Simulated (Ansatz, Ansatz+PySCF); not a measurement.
```xyz
2

Al    0.0000    0.0000    0.0000
O     0.0000    0.0000    1.7798
```

Basis set: def2-SVP (spherical functions). Frozen core: 6 orbitals. Correlation on ROHF uses semicanonical orbitals with singles. Charge 0, multiplicity 2.

Computed with Ansatz (development build ahead of 0.2.0); each method stands on the lowest determinant of its kind that the runs found.

(1) Give the atomization energy at this shape (free ground-state atoms in the same class of orbitals less the molecule, no zero-point energy) of doublet AlO by ROHF-MP2, UHF-CCSD(T), ROHF, UHF.

Answers

(1)

```csv
method,atomization energy
ROHF-MP2,4.24 eV
UHF-CCSD(T),4.13 eV
ROHF,2.93 eV
UHF,2.82 eV
```

Caution: the determinant may break the point group. Caution for UHF-CCSD(T): another reference gives a lower total.
